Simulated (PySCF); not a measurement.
This script is equivalent to a calculation on Bi⁺ (bismuth, charge +1).

```python
from pyscf import gto, scf, dft, mp, cc
import basis_set_exchange as bse
mol = gto.M(atom="Bi 0 0 0", charge=1, spin=2, symmetry="D2h",
            basis=gto.basis.parse(bse.get_basis("aug-cc-pVQZ-DK3", elements=["Bi"], fmt="nwchem")),
            nucmod="G")
mf = dft.UKS(mol, xc="M062X").sfx2c1e()
mf.irrep_nelec = {'Ag': (12, 12), 'B1g': (3, 3), 'B2g': (3, 3), 'B3g': (3, 3), 'Au': (1, 1), 'B1u': (7, 6), 'B2u': (7, 6), 'B3u': (6, 6)}
mf.kernel()
```

Question: What total energy does it give?

Answer: -21535.00 hartree (calculated).

Question: Which occupied shell lies highest, and where?

Answer: 6p α, at -14.301 eV.

Question: What is ⟨S²⟩, and what would a pure spin state give?

Answer: 2.006, against 2.00.

Spin-orbit coupling is strong in this species (close to jj coupling), so the high-spin LS determinant is a model state, not a physical level.
